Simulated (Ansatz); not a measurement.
Cost and result for the atomization energy of GeH6O2Si (`O[SiH2][GeH2][OH]`) (10 atoms, 9 bonds).

Z-matrix (Å, degrees):
```
Si
Ge 1 2.389
O 1 1.653 2 106.7
H 1 1.493 2 109.3 3 -120.8
H 1 1.491 2 110.9 3 121.6
O 2 1.794 1 108.2 3 171.6
H 2 1.536 1 113.7 3 -73.9
H 2 1.545 1 112.0 3 51.2
H 3 0.958 1 118.0 2 176.7
H 6 0.959 2 112.2 1 -68.7
```

Total charge 0; spin multiplicity 1. Correlated methods include outer-core shells of Ge, which these sets cover unevenly. Scalar relativity is left out up to krypton. All single points use the PBE0-D4/def2-TZVP geometry. It is one conformer, not always the lowest. Program: Ansatz. Hardware: A = 2 threads of an AMD EPYC 7R13 on a shared host; B = 2 threads of an AMD EPYC 7R13 on a shared host and a share of an NVIDIA H100 80 GB. Times are those of one run each, without the atoms' runs, and a repeat can differ threefold. Electronic energies, without spin–orbit coupling; frozen cores. CCSD(T)/CBS adds CCSD(T) − MP2 in def2-TZVPP to the MP2 limit, and its time is that of the two runs behind it. T1 = 0.012. With those shells the extrapolation isn't a true limit. B3LYP takes the VWN-RPA correlation (the form of Gaussian; ORCA's B3LYP/G).

CCSD(T)/CBS is a level of theory with its own doubt, some kJ/mol a heavy atom from the limit and from the frozen cores, so smaller differences don't rank the functionals.

| level | functions | wall time | atomization (kcal/mol) | difference from CCSD(T)/CBS | per bond |
| --- | --- | --- | --- | --- | --- |
| CCSD(T)/def2-TZVPP [B] | 236 | 2.5 s | 751.9 | -21.3 | -2.4 |
| MP2/def2-QZVPP [B] | 453 | 3 s | 772.3 | -0.9 | -0.1 |
| PBE-D4/def2-TZVPP (with forces) [A] | 236 | 3.5 s | 767.3 | -5.9 | -0.7 |
| PBE0-D4/def2-TZVPP [A] | 236 | 4.1 s | 754.0 | -19.2 | -2.1 |
| CCSD(T)/CBS(def2) | – | 5.5 s | 773.2 | 0.0 | 0.0 |
| r2SCAN-D4/def2-TZVPP (with forces) [A] | 236 | 6 s | 767.1 | -6.1 | -0.7 |
| B3LYP-D4/def2-TZVPP (with forces) [A] | 236 | 7 s | 762.2 | -11.0 | -1.2 |
| B2PLYP/def2-TZVPP [A] | 236 | 9 s | 756.5 | -16.7 | -1.9 |
| ωB97X-V/def2-TZVPP [A] | 236 | 10 s | 771.6 | -1.6 | -0.2 |
| ωB97M-V/def2-TZVPP (with forces) [A] | 236 | 14 s | 765.5 | -7.7 | -0.9 |

The D4 term adds +7.2 kcal/mol with B3LYP and +3.8 kcal/mol with PBE0; it sums over pairs of atoms, weighted by their polarisabilities, and B3LYP, whose exchange is more repulsive, gets the larger term. From PBE to PBE0 (25 % exact exchange), in def2-TZVPP and without D4, the atomization energy moves by −12.6 kcal/mol: exact exchange takes away binding that semilocal exchange gives to molecules. In def2-TZVPP, CCSD(T) changes the Hartree–Fock value by +209.5 kcal/mol (the triples alone add +10.4 kcal/mol) and MP2 by +217.2 kcal/mol; breaking electron pairs costs correlation energy, which Hartree–Fock lacks.
